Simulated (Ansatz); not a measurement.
(KBr)2 ring (K2Br2). The state is a singlet with charge 0. Geometry B3LYP-D4/def2-SVP.

```xyz
4

K     1.591   -0.427    1.187
Br   -1.417   -0.515    1.713
K    -1.591    0.427   -1.187
Br    1.417    0.515   -1.713
```

(1) Estimate the orbital energies around the gap (eV) in Ansatz with PBE-D4/def2-SVP, PBE-D4/def2-TZVP, r2SCAN-D4/def2-TZVP, PBE0-D4/def2-SVP, PBE0-D4/def2-TZVP.

## Answers

(1) 
| orbital | PBE-D4/def2-SVP | PBE-D4/def2-TZVP | r2SCAN-D4/def2-TZVP | PBE0-D4/def2-SVP | PBE0-D4/def2-TZVP |
| --- | --- | --- | --- | --- | --- |
| HOMO−9 | -18.54 | -18.35 | -19.02 | -20.59 | -20.42 |
| HOMO−8 | -18.50 | -18.31 | -18.97 | -20.56 | -20.39 |
| HOMO−7 | -16.16 | -16.40 | -17.08 | -18.35 | -18.57 |
| HOMO−6 | -16.12 | -16.36 | -17.04 | -18.31 | -18.53 |
| HOMO−5 | -5.45 | -5.67 | -5.93 | -6.68 | -6.90 |
| HOMO−4 | -5.42 | -5.65 | -5.91 | -6.66 | -6.85 |
| HOMO−3 | -5.30 | -5.51 | -5.78 | -6.52 | -6.71 |
| HOMO−2 | -5.10 | -5.36 | -5.64 | -6.34 | -6.57 |
| HOMO−1 | -5.08 | -5.35 | -5.62 | -6.32 | -6.55 |
| HOMO | -5.01 | -5.29 | -5.58 | -6.25 | -6.49 |
| LUMO | -1.34 | -1.33 | -0.67 | -0.84 | -0.83 |
| LUMO+1 | -0.99 | -0.98 | -0.31 | -0.55 | -0.51 |
| LUMO+2 | 0.36 | 0.34 | 0.97 | 0.88 | 0.84 |
| LUMO+3 | 0.57 | 0.55 | 1.22 | 0.97 | 1.07 |
| LUMO+4 | 0.61 | 0.57 | 1.25 | 1.02 | 1.10 |
| LUMO+5 | 0.63 | 0.59 | 1.27 | 1.09 | 1.11 |
